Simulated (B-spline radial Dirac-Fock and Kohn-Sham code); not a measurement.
## Ho: eigenvalues, ΔSCF and the reference

System: the Ho atom in the configuration [Xe] 4f11 6s2.

The density-functional columns are spherical, spin-unpolarised Dirac-Kohn-Sham results without Breit or QED terms: −ε is minus the orbital energy of the initial state and ΔSCF the difference of two total energies, and "half-occupied" is minus the orbital energy with half an electron removed (Slater transition state). The reference in the last column comes from relaxed Dirac-Fock hole states (ΔSCF) with Breit and QED corrections and a finite nucleus. All numbers are from a radial B-spline solver, in eV; a selection of levels is shown. The Kohn-Sham columns are given as differences from the reference. For the 1s level of heavy atoms much of the gap between ΔSCF and the reference is the Breit and QED part, -250.9 eV here; for other levels the error of the functional can be larger.

| level | LDA ΔSCF − DF | LDA half-occupied − DF | PBE −ε − DF | PBE ΔSCF − DF | Dirac-Fock |
| --- | --- | --- | --- | --- | --- |
| K | +239.1 | +240.0 | -193.0 | +291.0 | 55616.6 |
| L1 | -58.7 | -58.9 | -136.4 | -51.9 | 9402.1 |
| L2 | +6.3 | +6.0 | -99.8 | +9.3 | 8919.5 |
| L3 | -15.2 | -15.5 | -109.5 | -13.2 | 8072.3 |
| M1 | -46.8 | -47.0 | -67.1 | -44.8 | 2136.4 |
| M2 | -29.4 | -29.6 | -52.6 | -28.6 | 1926.7 |
| M3 | -30.5 | -30.7 | -52.0 | -30.0 | 1747.1 |
| M4 | -5.2 | -5.4 | -32.2 | -5.3 | 1392.1 |
| M5 | -6.7 | -7.0 | -33.0 | -6.8 | 1353.8 |
| N1 | -23.6 | -23.8 | -31.6 | -22.7 | 440.4 |
| N2 | -16.6 | -16.8 | -25.0 | -16.1 | 356.2 |
| N3 | -17.2 | -17.4 | -25.2 | -16.6 | 316.2 |
| N4 | -5.6 | -5.8 | -13.9 | -5.5 | 177.1 |
| N5 | -5.8 | -6.0 | -14.0 | -5.7 | 169.9 |
| N6,7 | +4.9 | +4.7 | -2.5 | +4.6 | 5.66 |
| O1 | -2.2 | -2.2 | -8.3 | -2.4 | 58.59 |
| O2 | +1.7 | +1.7 | -4.0 | +1.5 | 33.46 |
| O3 | +1.4 | +1.3 | -4.1 | +1.2 | 28.50 |
| P1 | +1.6 | +1.5 | -1.2 | +1.3 | 4.97 |

For the outermost level NIST gives 6.0215 eV (measured); the differences from it are LDA ΔSCF +0.50, LDA half-occupied +0.47, PBE −ε -2.23, PBE ΔSCF +0.29, Dirac-Fock -1.05 eV.

Values without a named source are computed, but for edge energies of neutral atoms, which are taken from tables.
